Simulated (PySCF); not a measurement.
Some computed properties have been withheld. Give your best values.

Compound: C₅H₁₃O₂P.
Structure used (PBE0-D3(BJ)/def2-SVP), in Å, numbered top down from 1:
```
atom  x, y, z in Å
C1     1.619    1.899   -0.197
C2     1.242    0.673    0.621
C3     0.596   -0.465   -0.178
C4     0.570   -1.779    0.599
P5    -1.059   -0.017   -0.814
C6    -2.201    0.028    0.585
O7    -1.103    1.188   -1.695
O8    -1.528   -1.380   -1.597
H9     2.355    1.636   -0.974
H10    2.071    2.673    0.441
H11    0.744    2.324   -0.708
H12    2.144    0.261    1.107
H13    0.574    0.960    1.454
H14    1.175   -0.612   -1.109
H15    0.065   -2.574    0.032
H16    1.597   -2.110    0.816
H17    0.055   -1.663    1.566
H18   -2.240   -0.935    1.111
H19   -3.197    0.266    0.186
H20   -1.902    0.823    1.283
H21   -1.657   -1.157   -2.529
```

| property | level | value |
| --- | --- | --- |
| point group | PBE0-D3(BJ)/def2-SVP | C1 |
| rotational constants A, B, C | PBE0-D3(BJ)/def2-SVP | ? |
| dipole moment | CAM-B3LYP/def2-SVPD | 3.01 D |
| HOMO energy | CAM-B3LYP/def2-SVPD | ? |
| LUMO energy | CAM-B3LYP/def2-SVPD | 1.03 eV |
| lowest singlet excitation | TDDFT CAM-B3LYP/def2-SVPD | ? |
| strongest line among the 10 lowest singlet transitions | TDDFT CAM-B3LYP/def2-SVPD | S9 at 8.72 eV (142 nm, f = 0.072) |
| lowest triplet excitation (Tamm–Dancoff) | TDA CAM-B3LYP/def2-SVPD | 7.15 eV |
| static isotropic polarisability | CAM-B3LYP/def2-SVPD | 90.0 au |
| vertical ionisation energy | ΔSCF CAM-B3LYP/def2-SVPD | 9.69 eV |
| electronic spatial extent ⟨r²⟩ about the centre of nuclear charge | CAM-B3LYP/def2-SVPD | 1238 bohr² |
| 13C chemical shifts (computed TMS as zero) by class | GIAO HF/pcSseg-1 | ? |
| 1H chemical shifts (computed TMS as zero) by class | GIAO HF/pcSseg-1 | ? |
| isotropic shieldings of nuclei other than C and H, by class | GIAO HF/pcSseg-1 | ? |
| core binding energies | ΔSCF SCAN, pcX-2 on the ionised atom, pcseg-1 elsewhere, spin-free X2C, 2p3/2 from a spin–orbit splitting computed afterwards within the 2p shell | P2p3/2 138.3 (P5), C1s 290.3 (C1), C1s 290.6 (C3), C1s 290.7 (C2), C1s 290.8 (C4), C1s 290.8 (C6), O1s 536.1 (O7), O1s 539.0 (O8), P1s 2152.4 (P5) eV |

Electronic properties: PySCF, gas phase, density fitting. NMR classes are plain means over equivalent atoms (diastereotopic ones count apart unless rotation or inversion swaps them), as if these changed places fast; in this geometry the members of some classes differ.

Q: The isotropic shieldings of nuclei other than C and H, by class?

A: 212 (O7), 250 (O8), 307 (P5) ppm.

Q: The HOMO energy?

A: -9.02 eV.

Q: What are the 1H chemical shifts (computed TMS as zero) by class?

A: 2.53 (H21), 1.39 (H9/H10/H11), 1.17 (H18/H19/H20), 1.12 (H12), 1.06 (H15/H16/H17), 0.90 (H13), 0.88 (H14) ppm.

Q: The 13C chemical shifts (computed TMS as zero) by class?

A: 32.6 (C3), 24.7 (C2), 16.5 (C4), 14.1 (C1), 9.9 (C6) ppm.

Q: The rotational constants A, B, C?

A: 2.106, 1.422, 1.132 GHz.

Q: Give the lowest singlet excitation.

A: 7.32 eV (169 nm, f = 0.042).

With B = h/(8π²I), that is 505.379 GHz u Å² over I, the principal moments of inertia are 240.0, 355.4 and 446.4 u Å² (most abundant isotopes); the inertial defect Ic − Ia − Ib is -149.0 u Å² (zero for a rigid planar frame, negative otherwise). No computed singlet falls in the visible range (750 to 380 nm, 1.65 to 3.26 eV); S1 lies 4.06 eV above its blue end. The largest Löwdin shares of the HOMO are 0.49 on O7, 0.13 on P5, 0.12 on C3 and 0.07 on C6.

For the NMR shielding job (HF/pcSseg-1), hardware: an Arm Neoverse V2 with one thread, shared host with 48 logical CPUs at a one-minute load of 9.5. Cost: 14 s wall, 1.1 GiB resident at most.

One conformer stands for the species.
